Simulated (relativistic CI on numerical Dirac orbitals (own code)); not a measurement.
## Cu4+ in a cubic cluster: 3s photoemission with charge transfer

Computed with a charge-transfer multiplet model of a cubic metal-ligand cluster with up to 2 ligand holes, Slater and spin-orbit integrals from Dirac-Coulomb-Breit ions, Slater integrals scaled by 0.9. The ground state mixes d7 with configurations of k ligand holes L, whose averages lie at kΔ + k(k − 1)U_dd/2; a core hole lowers each added d electron by U_cd. 300 K, Lorentzian 1.4 eV and Gaussian 0.8 eV FWHM.

Atomic integrals in eV (Slater integrals scaled, ζ unscaled), ground: F2dd 13.318, F4dd 8.350, zeta_d 0.120; with the core hole: F2dd 14.141, F4dd 8.905, zeta_d 0.133, G2cd 13.611.

Cluster parameters (eV): Δ = 0.9, U_cd = 9.5, 10Dq = 1.25, 10Dq(ligand) = 0.7, V(eg) = 3, V(t2g) = -1.35, final-state hopping factor = 0.8.

```tsv
Case	n_d	d7	d8L	d9L2	S
U_dd = 5.7 eV	7.72	0.37	0.54	0.09	0.56
U_dd = 6.4 eV	7.70	0.38	0.54	0.08	0.57
U_dd = 7.1 eV	7.69	0.39	0.54	0.07	0.58
U_dd = 7.8 eV	7.67	0.40	0.53	0.07	0.59
U_dd = 8.5 eV	7.66	0.40	0.53	0.06	0.60
```

Weights, n_d and S are thermal averages at 300 K. Binding energies count from the first peak over 30 % of the highest in each spectrum, which can be another peak from case to case. The parameters are a model scan and need not match a compound or its usual spin state. Peaks in eV (height, largest 100):
- U_dd = 5.7 eV: 0.0 (100), 7.9 (41), 11.6 (14), 13.9 (20), 17.7 (9), 22.6 (6)
- U_dd = 6.4 eV: 0.0 (100), 2.4 (27), 8.1 (41), 11.6 (13), 13.8 (19), 17.4 (9), 22.3 (6)
- U_dd = 7.1 eV: 0.0 (100), 2.8 (26), 8.3 (40), 11.5 (11), 13.9 (17), 17.2 (9), 22.1 (6)
- U_dd = 7.8 eV: 0.0 (100), 3.0 (26), 8.5 (38), 13.9 (16), 17.0 (9), 21.8 (6)
- U_dd = 8.5 eV: 0.0 (100), 3.2 (26), 8.7 (36), 14.0 (15), 16.7 (9), 21.7 (6)

For the case U_dd = 7.8 eV, Δ = 0.9 eV is smaller than U_dd = 7.8 eV, the charge-transfer side of the Zaanen-Sawatzky-Allen scheme. With the core hole the average of the configuration with one ligand hole lies at Δ − U_cd = -8.6 eV before mixing: it lies below the unscreened one, so the lowest final states are mostly screened and the unscreened weight appears at higher binding energy as a satellite.

With at most 2 ligand holes the space is cut while the next configuration still counts, so covalency is underestimated, and a final configuration with one more ligand hole, which can lie low, is missing from the spectra.

Without intra-shell correlation the exchange splitting of the 3s hole comes out too large.
